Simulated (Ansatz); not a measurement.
One change: `CB[SiH](O)[SiH3]` becomes `B[SiH](O)[SiH3]`.

Ansatz, PBE0-D4/def2-TZVP geometries, multiplicity 1. Each molecule was computed in one conformer, which needn't be the lowest.

| property | `CB[SiH](O)[SiH3]` |
| --- | --- |
| LUMO energy (B3LYP/def2-TZVPP) / eV | -2.17 |
| HOMO–LUMO gap (PBE0/def2-TZVPP) / eV | 5.16 |
| LUMO energy (PBE0/def2-TZVPP) / eV | -1.99 |
| HOMO energy (ωB97M-V/def2-TZVPP) / eV | -9.20 |
| HOMO energy (B3LYP/def2-TZVPP) / eV | -6.97 |
| HOMO–LUMO gap (PBE/def2-TZVPP) / eV | 3.09 |

What does the change do to each property? (Best estimate.)

Computed: 
```csv
property,`B[SiH](O)[SiH3]`,shift
LUMO energy (B3LYP/def2-TZVPP) / eV,-2.65,-0.48
HOMO–LUMO gap (PBE0/def2-TZVPP) / eV,5.10,-0.06
LUMO energy (PBE0/def2-TZVPP) / eV,-2.46,-0.47
HOMO energy (ωB97M-V/def2-TZVPP) / eV,-9.58,-0.38
HOMO energy (B3LYP/def2-TZVPP) / eV,-7.37,-0.40
HOMO–LUMO gap (PBE/def2-TZVPP) / eV,3.04,-0.05
```

With PBE0 the HOMO falls by 0.41 eV and the LUMO falls by 0.47 eV, so the gap narrows by about 0.06 eV. PBE moves the HOMO by -0.45 eV and ωB97M-V by -0.38 eV.

B3LYP here is the variant with VWN-RPA as its local correlation; programs differ in this.
